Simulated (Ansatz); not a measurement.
Consider the formal exchange of groups at the Se–C bond: `C[SiH2][Se]C#N` + `BSC` → `B[Se][SiH2]C` + `CSC#N`.

Program: Ansatz. Geometries: PBE0-D4/def2-TZVP. ΔE: electronic, gas phase. CCSD(T)/CBS is the MP2 limit (def2-TZVPP, def2-QZVPP) plus CCSD(T) − MP2 in def2-TZVPP, frozen cores. Functionals use def2-TZVPP. B3LYP here is the variant with VWN-RPA as its local correlation; programs differ in this. For Se outer-core shells are correlated without core-valence functions, which leaves a few kJ/mol of doubt a bond. Scalar relativity is left out up to krypton. One conformer a species, not always the lowest.

```
             level  ΔE (kcal/mol)  difference from CCSD(T)/CBS
            PBE-D4            3.8                          0.4
         r2SCAN-D4            3.4                          0.0
           PBE0-D4            3.5                          0.1
          B3LYP-D4            4.0                          0.6
           ωB97X-V            4.1                          0.7
           ωB97M-V            4.3                          0.9
            B2PLYP            3.9                          0.5
               PBE            3.8                          0.4
            r2SCAN            3.4                          0.0
              PBE0            3.5                          0.1
             B3LYP            4.0                          0.6
     HF/def2-TZVPP            3.1                         -0.3
    MP2/def2-TZVPP            3.8                          0.4
SCS-MP2/def2-TZVPP            4.0                          0.6
   CCSD/def2-TZVPP            3.9                          0.5
CCSD(T)/def2-TZVPP            4.0                          0.6
     HF/def2-QZVPP            3.3                         -0.1
    MP2/def2-QZVPP            3.6                          0.2
SCS-MP2/def2-QZVPP            3.8                          0.4
      HF/CBS(def2)            3.3                         -0.1
     MP2/CBS(def2)            3.3                         -0.1
    CCSD/CBS(def2)            3.3                         -0.1
       CCSD(T)/CBS            3.4                            0
```

Largest T1 diagnostic among the species: 0.014.
